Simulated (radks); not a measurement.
Polarisability of the tellurium ion Te6+, [Kr] 4d10, at imaginary frequency. Calculated with a radial shooting solver on a logarithmic mesh with Libxc functionals: scalar-relativistic Kohn-Sham, LDA (Slater exchange, VWN5 correlation), spin-unpolarised, spherical densities, finite nucleus; Fermi nuclear charge, rms radius 4.7423 fm. Response by self-consistent Sternheimer equations with the Hartree and adiabatic LDA kernel, the relativistic mass of each level held fixed and spin-orbit coupling left out.

w (hartree),alpha1(iw) (bohr^3),alpha2(iw) (bohr^5)
0.00266,1.351,1.931
0.0143,1.351,1.931
0.0360,1.350,1.931
0.0697,1.350,1.929
0.118,1.348,1.925
0.186,1.345,1.916
0.280,1.337,1.897
0.413,1.321,1.860
0.605,1.289,1.791
0.892,1.225,1.667
1.35,1.102,1.470
2.12,0.8839,1.189
3.59,0.5661,0.8224
6.94,0.2452,0.4043
17.5,0.06013,0.09489

Static values: alpha1 = 1.351 bohr^3 (0.2002 angstrom^3; uncoupled 1.995), alpha2 = 1.931 bohr^5, alpha3 = 4.230 bohr^7. C6 = 4.167, C8 = 29.30, triple-dipole C9 = 4.078 atomic units. One-pole (London) frequency 4 C6 / (3 alpha1^2) = 3.045 hartree, against 4.187 for minus the highest occupied eigenvalue.
